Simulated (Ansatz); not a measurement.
A CCSD(T) single point on `NBCBr`.

```yaml
crystal:
  periodic: [false, false, false]
  atoms:
    - {symbol: N, position_ang: [-0.366174, 1.281866, -0.515452]}
    - {symbol: B, position_ang: [0.465001, 0.453825, 0.210548]}
    - {symbol: C, position_ang: [0.210254, -1.091537, 0.352848]}
    - {symbol: Br, position_ang: [-1.374701, -1.748984, -0.578852]}
    - {symbol: H, position_ang: [-1.183236, 0.927386, -0.990194]}
    - {symbol: H, position_ang: [-0.216161, 2.270124, -0.616275]}
    - {symbol: H, position_ang: [1.426190, 0.914300, 0.762376]}
    - {symbol: H, position_ang: [0.080601, -1.380528, 1.397120]}
    - {symbol: H, position_ang: [1.046627, -1.672553, -0.039220]}
basis:
  gaussian: {orbitals: def2-TZVPP}
correlation: {method: ccsd_t}
output: {orbitals: {seedname: orbitals}}
```

```sh
$ ansatz run in.yaml --threads 4 --pin off --events-out ev --progress --plain
```

The program prints (abridged):

```
Functional definition: HF
1277 factors; integrals over basis functions are off by at most 1.2e-3 eV
mean field evaluation 1: about -73261.6545 eV, gradient 3.5e1 eV
mean field evaluation 2: about -73261.8131 eV, gradient 3.5e1 eV
mean field evaluation 4: about -73264.7228 eV, gradient 3.4e0 eV
mean field evaluation 8: about -73264.7671 eV, gradient 1.5e-1 eV
mean field -73264.76722672 eV, -2692.4305349392 hartree, gradient 1.7e-6 eV, S^2 0.000000; 0 other end points of the search recorded, 0 dependent functions left out
12 core orbitals not correlated: weight in the atoms' cores, before any rotation towards them, 1.000 or more for the frozen orbitals, at most 0.000 for the correlated occupied ones
reference -73264.76722672 eV, -2692.4305349392 hartree; 17, 17 occupied and 182, 182 virtual orbitals, 1277 factors
second order -20.86104093 eV of doubles, -0.00000000 eV of singles
cycle   1  -21.16559693 eV  change   -3.0e-1 eV  update   8.8e-2
cycle   2  -21.65188572 eV  change   -4.9e-1 eV  update   2.5e-2
cycle   3  -21.73114553 eV  change   -7.9e-2 eV  update   1.3e-2
cycle   4  -21.71889108 eV  change    1.2e-2 eV  update   3.6e-3
cycle   5  -21.72049277 eV  change   -1.6e-3 eV  update   1.7e-3
cycle   6  -21.72043540 eV  change    5.7e-5 eV  update   4.5e-4
cycle   7  -21.72025541 eV  change    1.8e-4 eV  update   1.4e-4
cycle   8  -21.72027643 eV  change   -2.1e-5 eV  update   4.4e-5
cycle   9  -21.72028042 eV  change   -4.0e-6 eV  update   1.4e-5
perturbative correction -0.82762890 eV, -0.0304148011 hartree
Total energy: -73287.31513604 eV, -2693.2591553230 hartree
```

Run time 82 s (4 threads of a server CPU on a shared host); peak host memory 3.1 GiB.

Correlation energy per correlated electron: -0.663 eV. T1 diagnostic: 0.0099.
